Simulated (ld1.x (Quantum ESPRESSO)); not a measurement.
# Which setting gave this result? (aluminium, RRKJ)

Base potential:

```json
{"Element": "Al (Z = 13)", "Generator": "ld1.x (Quantum ESPRESSO) 7.5", "Type": "norm-conserving RRKJ (Kleinman–Bylander form)", "Functional": "PBE", "Relativity": "scalar-relativistic", "Frozen core": "[He]", "Valence charge": "11", "Reference configuration": "2s2 2p6 3s2 3p1", "Partial waves": "2s (bound): rc 0.80 bohr; 2p (bound): rc 0.45 bohr", "Local potential": "all-electron potential smoothed inside 0.45 bohr (lloc = -1)", "Core correction": "none"}
```

Occupied shells without a wave of their own: 3p, 3s. They enter only through the test configuration that unscreens the potential.

Cutoffs, loose and tight: the cutoffs (Ry, on a coarse ladder) from which the occupation-weighted sum of valence levels, in a spherical-Bessel basis at the reference potential, stays within 10 and 1 mRy of its value at 400 Ry. They do not see the model core or the augmentation charge, which bear on the density cutoff. Test errors are all-electron minus pseudo excitation energies from the reference, over the configurations 2s2 2p6 3s2 3p0; 2s2 2p6 3s1 3p0; 2s2 2p6 3s0 3p0; 2s2 2p6 3s2 3p1.3; 2s1 2p6 3s2 3p1; 2s2 2p6 3s0 3p3; 2s2 2p5 3s2 3p1; variants that change the core or the reference have their own tests.

Only the s radius is moved:

```
s radius (bohr)  bound ghosts  largest test error (meV)  median size of the test errors
           0.56          none                       -42                        14.0 meV
           0.66          none                       -74                        16.0 meV
           0.76          none                      -157                        35.8 meV
              1          none                      -504                       133.7 meV
            1.1          none                      -607                       157.6 meV
           1.18          none                      -658                       169.6 meV
```

Task: One more run gave bound ghosts: none; largest test error (meV): -256; median size of the test errors: 66.4 meV. Which value of the s radius was used?

Result: 0.84 bohr. The median size of the test errors moves one way along this sweep, from 14.0 meV at 0.56 to 169.6 meV at 1.18 bohr, which places the run between 0.76 and 1 bohr.
